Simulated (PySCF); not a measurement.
CH4ClFOSi, SMILES OC[Si@@H](F)Cl.

Coordinates come from a B3LYP-D3(BJ)/def2-SVP optimisation. The structure was generated by enumeration; whether it is a known compound was not checked. One conformer was computed; it need not be the lowest.

These are TDDFT-PBE/def2-SVPD in PySCF values and carry that method's errors.

Vertical excitations. Gas-phase values at a fixed geometry.

Computed UV-visible absorptions:
```json
[
 {"state": "S1", "energy (eV)": "5.59", "λ (nm)": "222", "f": "0.005", "main pairs": "HOMO→LUMO 99 %"},
 {"state": "S2", "energy (eV)": "6.02", "λ (nm)": "206", "f": "0.002", "main pairs": "HOMO→LUMO+1 99 %"},
 {"state": "S3", "energy (eV)": "6.37", "λ (nm)": "195", "f": "0.021", "main pairs": "HOMO→LUMO+2 99 %"},
 {"state": "S4", "energy (eV)": "7.02", "λ (nm)": "177", "f": "0.009", "main pairs": "HOMO−1→LUMO 89 %"},
 {"state": "S5", "energy (eV)": "7.10", "λ (nm)": "175", "f": "0.042", "main pairs": "HOMO→LUMO+3 87 %"},
 {"state": "S6", "energy (eV)": "7.25", "λ (nm)": "171", "f": "0.014", "main pairs": "HOMO−2→LUMO 92 %"},
 {"state": "S7", "energy (eV)": "7.44", "λ (nm)": "167", "f": "0.002", "main pairs": "HOMO−3→LUMO 80 %, HOMO→LUMO+4 18 %"},
 {"state": "S8", "energy (eV)": "7.52", "λ (nm)": "165", "f": "0.002", "main pairs": "HOMO→LUMO+4 72 %, HOMO−3→LUMO 17 %"},
 {"state": "S9", "energy (eV)": "7.61", "λ (nm)": "163", "f": "0.014", "main pairs": "HOMO−1→LUMO+1 78 %"},
 {"state": "S10", "energy (eV)": "7.71", "λ (nm)": "161", "f": "0.014", "main pairs": "HOMO→LUMO+5 73 %, HOMO−2→LUMO+1 23 %"},
 {"state": "T1", "energy (eV)": "5.24", "λ (nm)": "237", "f": "0", "main pairs": "HOMO→LUMO 99 %"},
 {"state": "T2", "energy (eV)": "5.83", "λ (nm)": "213", "f": "0", "main pairs": "HOMO→LUMO+1 99 %"},
 {"state": "T3", "energy (eV)": "6.18", "λ (nm)": "201", "f": "0", "main pairs": "HOMO→LUMO+2 99 %"},
 {"state": "T4", "energy (eV)": "6.84", "λ (nm)": "181", "f": "0", "main pairs": "HOMO−1→LUMO 70 %, HOMO→LUMO+3 27 %"}
]
```
Triplets are in the Tamm–Dancoff approximation, which puts them higher than full response would, so one can lie above its singlet here.
